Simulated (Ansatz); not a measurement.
Molecule: H2Se (charge 0, singlet). 
Coordinates optimised at B3LYP-D3(BJ)/def2-TZVP (Ansatz, a program for electronic structure):
```
Se
H 1 1.4704
H 1 1.4704 2 91.29
```

Parts of the frozen-core correlation energy in cc-pVDZ (Ansatz, hartree). Frozen orbitals: 14; correlated occupied orbitals by spin: 4 and 4; virtual: 19 and 19. Spin-orbit coupling is left out. No relativistic terms.

```json
[
 {"term": "reference (HF)", "value": "-2400.97108"},
 {"term": "MP2 opposite-spin", "value": "-0.10175"},
 {"term": "MP2 same-spin", "value": "-0.02606"},
 {"term": "CCSD correlation", "value": "-0.14962"},
 {"term": "(T)", "value": "-0.00297"},
 {"term": "CCSDT minus CCSD(T)", "value": "-0.00040"},
 {"term": "CCSDT(Q) minus CCSD(T)", "value": "-0.00059"},
 {"term": "T1 diagnostic", "value": "0.008"},
 {"term": "largest doubles amplitude", "value": "0.058"}
]
```
